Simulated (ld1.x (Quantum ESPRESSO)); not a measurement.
Before and after: ultrasoft potential for phosphorus

- Element: P
- Generator: ld1.x (Quantum ESPRESSO) 7.5
- Type: ultrasoft
- Functional: PBE
- Relativity: fully relativistic
- Frozen core: [Ne]
- Valence charge: 5
- Reference configuration: 3s2 3p2.75 (charge +0.25)
- Partial waves: 3s (bound): rcut 1.30, rcutus 1.55 bohr; 3s channel at -0.4 Ry: rcut 1.30, rcutus 1.55 bohr; 3p (bound): rcut 1.65, rcutus 1.95 bohr; 3p channel at 4.75 Ry: rcut 1.65, rcutus 1.95 bohr
- Local potential: all-electron potential smoothed inside 1.15 bohr (lloc = -1)
- Core correction: none
- Augmentation charge: PSQ, inside the norm-conserving radii

Open shells are filled in proportion to 2j + 1 (rel_dist='average').

All-electron outer shells of the reference configuration (PBE, scalar-relativistic, ld1.x):

| shell | level (eV) | outermost node (bohr) | outermost maximum (bohr) |
| --- | --- | --- | --- |
| 2p | -126.92 | – | 0.36 |
| 3s | -16.14 | 0.65 | 1.58 |
| 3p | -7.53 | 0.64 | 1.81 |

Change: core correction a·sin(br)/r model core inside 1.92 bohr.

Cutoffs: the cutoffs (Ry, on a coarse ladder) from which the occupation-weighted sum of valence levels, in a spherical-Bessel basis at the reference potential, stays within 10 and 1 mRy of its value at 400 Ry; they do not see the model core or the augmentation charge, which bear on the density cutoff. Errors are all-electron minus pseudo energies relative to the spin-unpolarised reference configuration.

What does the change do?

The potential gets neither clearly harder nor softer (15 Ry and 21 Ry → 15 Ry and 21 Ry); of the 7 tests that both files solve, the error grows in 0 and shrinks in 2 by more than 15 % and 0.3 meV (median size 0.0 → 0.1 meV); neither file shows a bound ghost. A model core, the more so a compact one, raises the density cutoff, which this test does not measure.

```csv
quantity,base,changed
"cutoff, loose",15 Ry,15 Ry
"cutoff, tight",21 Ry,21 Ry
bound ghosts,none,none
"error for 3s2 3p3, meV [ΔE -1.63 eV]",0.0,0.0
"error for 3s2 3p2, meV [ΔE 8.10 eV]",0.0,-0.1
"error for 3s2 3p1, meV [ΔE 27.25 eV]",+3.4,+2.4
"error for 3s0 3p5, meV [ΔE 15.57 eV]",+114,+111
"error for 3s2 3p3.3, meV [ΔE -2.93 eV]",0.0,0.0
"error for 3s2 3p2.5, meV [ΔE 2.15 eV]",0.0,0.0
"error for 3s1 3p0, meV [ΔE 108.99 eV]",+123,+98
s: phases at 2.14 bohr within 0.05 rad from the reference energy up to (Ry; the scan ends near 5),4.2,4.2
p1/2: phases at 2.14 bohr within 0.05 rad from the reference energy up to (Ry; the scan ends near 5),to the end of the scan,to the end of the scan
p3/2: phases at 2.14 bohr within 0.05 rad from the reference energy up to (Ry; the scan ends near 5),to the end of the scan,to the end of the scan
lowest overlap eigenvalue by channel,"s 0.42, p1/2 0.55, p3/2 0.56","s 0.42, p1/2 0.55, p3/2 0.56"
```
